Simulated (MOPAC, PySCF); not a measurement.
C3H3F, SMILES `C(F)C#C`, neutral singlet in the gas phase. 

Cartesian coordinates (Å):
```xyz
7

C      1.6676    -0.3929     0.0720
C      0.4999    -0.1310    -0.0014
C     -0.9185     0.1629    -0.0937
F     -1.1644     1.5118     0.0606
H      2.7055    -0.6201     0.1380
H     -1.3063    -0.1427    -1.0703
H     -1.4684    -0.3731     0.6859
```
Charge 0, multiplicity 1.

All levels are single points at this geometry (PBE0-D3(BJ)/def2-TZVP); Pople sets use spherical d functions. Orbital energies aren't observables, and empty levels follow the basis.

PM7 in MOPAC gives gap (eV) = 12.29.

### Question
Estimate the gap (eV) from each of these levels: PBE0-D3(BJ)/def2-TZVP in PySCF; B3LYP/3-21G in PySCF; B3LYP/6-31G* in PySCF; BP86/6-31G* in PySCF; M06-2X/6-31G* in PySCF; PBE/6-31G* in PySCF; SVWN5/6-31G* in PySCF; HF/6-31G* in PySCF; HF/STO-3G in PySCF; AM1 in MOPAC; PM3 in MOPAC; PM6 in MOPAC.

### Answer

```tsv
level	gap (eV)
PBE0-D3(BJ)/def2-TZVP in PySCF	8.26
B3LYP/3-21G in PySCF	8.33
B3LYP/6-31G* in PySCF	8.07
BP86/6-31G* in PySCF	6.14
M06-2X/6-31G* in PySCF	10.91
PBE/6-31G* in PySCF	6.13
SVWN5/6-31G* in PySCF	6.01
HF/6-31G* in PySCF	15.72
HF/STO-3G in PySCF	19.01
AM1 in MOPAC	12.59
PM3 in MOPAC	12.54
PM6 in MOPAC	12.38
```
